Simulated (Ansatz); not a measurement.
# Molecular dynamics of BCl2H4N

Input file:

```yaml
crystal:
  periodic: [false, false, false]
  atoms:
    - { symbol: B, position_ang: [-0.092241, 0.2581, 0.234628] }
    - { symbol: "N", position_ang: [-0.066215, 0.103818, 1.785252] }
    - { symbol: H, position_ang: [-0.848991, -0.410933, 2.199684] }
    - { symbol: H, position_ang: [0.836828, -0.149715, 2.197234] }
    - { symbol: Cl, position_ang: [1.517293, 0.035227, -0.563846] }
    - { symbol: Cl, position_ang: [-1.562749, -0.438946, -0.55887] }
    - { symbol: H, position_ang: [-0.314744, 1.703726, 0.233535] }
    - { symbol: H, position_ang: [-0.259581, 1.352522, 1.202782] }
basis:
  gaussian: { orbitals: def2-SVP }
hamiltonian:
  xc: revpbe
  dispersion: d4
md:
  timestep: 0.5
  n_steps: 200
  ensemble: nve
  temperature: 300.0
  initial_velocities: maxwell_boltzmann
  seed: 5405
```

Launched with:

```bash
$ ansatz run input.yaml --threads 2 --pin off --max-ram 3072MiB --backend cpu --events-out ev --progress --plain --runs-dir out
```

It starts at the highest image of a converged band, a first-order saddle point between two minima.

Output, in part (step lines, the closing report, with atoms numbered from 0):

```
md step     0: t =     0.00 fs  T =   300.0 K  F+E_penalty+E_count = -27263.88124323 eV  E_kin = 0.232668 eV  conserved = -27263.64857523 eV  (26 SCF iters)
[... lines left out ...]
Total energy: -27264.32872420 eV, -1001.9456001886 hartree
Atom 0 at    -0.214695     0.606361    -0.044088 Å, force     1.518215    -3.445813     0.112531 eV/Å
Atom 1 at    -0.101726     0.126381     2.053594 Å, force     2.180384    -1.667849    -1.498200 eV/Å
Atom 2 at     0.408888    -0.822207     1.841383 Å, force    -1.380318     1.667828     0.410564 eV/Å
Atom 3 at     0.589213     0.558892     2.734533 Å, force    -1.278513    -0.000142    -0.679832 eV/Å
Atom 4 at     1.633119    -0.037275    -0.607856 Å, force    -2.231583     0.687083     0.867813 eV/Å
Atom 5 at    -1.630834    -0.449955    -0.564998 Å, force     0.844097     0.303866     0.446410 eV/Å
Atom 6 at    -0.407880     1.712951    -0.141667 Å, force    -0.083580     2.348934     0.127420 eV/Å
Atom 7 at    -1.049059    -0.065450     2.422411 Å, force     0.431298     0.106094     0.213293 eV/Å
Dipole moment:    -0.137325    -0.031221     1.074682 e Å
```

The steps, from the saved trajectory:

```tsv
time (fs)	T (K)	potential energy less start (eV)	conserved less start (meV/atom)
0	300	0.000	0.00
3	202	0.077	0.11
6	134	0.130	0.13
9	337	-0.028	0.10
12	852	-0.428	0.02
15	1484	-0.921	-0.38
18	1418	-0.867	0.05
21	1729	-1.109	-0.14
24	1618	-1.021	0.17
27	1713	-1.098	-0.28
30	1122	-0.636	0.24
33	1202	-0.702	-0.29
36	851	-0.428	-0.14
39	492	-0.148	0.13
42	560	-0.203	-0.20
45	905	-0.471	-0.24
48	1073	-0.600	-0.04
51	988	-0.534	0.01
54	1403	-0.857	-0.14
57	1587	-0.998	0.03
60	1662	-1.058	-0.19
63	1207	-0.702	0.15
66	1357	-0.821	-0.11
69	1269	-0.753	-0.16
72	1004	-0.546	-0.07
75	1012	-0.554	-0.19
78	1196	-0.695	-0.06
81	1762	-1.135	-0.16
84	1807	-1.171	-0.25
87	1699	-1.086	-0.11
90	1473	-0.910	-0.08
93	1132	-0.645	0.07
96	1020	-0.559	-0.04
99	806	-0.393	-0.02
```

The run went to its last step. The conserved energy stayed within 0.44 meV per atom of its start (net change -0.18 meV per atom), so the integration is sound. The kinetic energy rose, since the run started high on the potential surface and went downhill. It ends in pieces (BCl2H + H3N), so much of that is their flight and rotation, not heat. A run of 0.1 ps of so small a system gives no equilibrium averages. The orbitals stay closed-shell, which can raise the energy where a bond breaks towards radicals; this wasn't checked here.

Between its relaxed ends the band would form B1–H7, N2–H8 and break H7–H8. These pairs go: B1–H7 1.46 → 1.13 Å, N2–H8 1.39 → 1.03 Å, H7–H8 1.03 → 3.19 Å. In the last frame they stand as after the step (other bonds may differ from the relaxed reactants and products). Also parted: B1–N2 1.56 → 2.15 Å. It ends as BCl2H + H3N. Pairs count as bonded within 1.25 times the sum of covalent radii (0.12 Å more for H–H).

Last frame:

```xyz
8
Properties=species:S:1:pos:R:3
B -0.215 0.606 -0.044
N -0.102 0.126 2.054
H 0.409 -0.822 1.841
H 0.589 0.559 2.735
Cl 1.633 -0.037 -0.608
Cl -1.631 -0.450 -0.565
H -0.408 1.713 -0.142
H -1.049 -0.065 2.422
```

Run time: 3.5 min on 2 threads of Arm Neoverse V2, with other jobs on the host, peak memory 0.11 GiB.
